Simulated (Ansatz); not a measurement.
Coupled-cluster diagnostics for BCl2(CCH) (C₂HBCl₂), Ansatz.

Geometry of the singlet (B3LYP-D4/def2-SVP):

Cartesian coordinates in Å:
```
B 0.0402 -0.8758 0.5709
Cl 1.5809 -1.4789 1.1610
Cl -1.4322 -1.7576 0.9460
C -0.0184 0.3917 -0.2535
C -0.0641 1.4107 -0.9185
H -0.1063 2.3098 -1.5060
```

Correlated methods freeze 13 core orbitals.

**Question.** Estimate the CCSD(T) correlation energy, the shares of MP2 and (T), T1 and the reference's ⟨S²⟩ for: charge 0, singlet, own geometry in def2-TZVPP; charge 1, doublet, vertical in def2-TZVPP; and the rough time on 2 threads of Intel Xeon Platinum 8259CL on a shared host.

**Answer.** 
```tsv
state	basis	correlation (eV)	MP2 share (%)	(T) share (%)	T1	⟨S²⟩ (pure)	wall time
charge 0, singlet, own geometry	def2-TZVPP	-22.986	90.8	4.9	0.013	0.00 (0.00)	64 s
charge 1, doublet, vertical	def2-TZVPP	-21.641	88.6	4.8	0.034	0.76 (0.75)	11 min
```
Customary marks for T1 are 0.02 (closed shells), 0.045 (open shells) and about 0.05 (3d metals). T1 exceeds 0.02 in 1 of 2 rows and 0.045 in 0; the higher it lies, the less the single-reference result can be trusted.
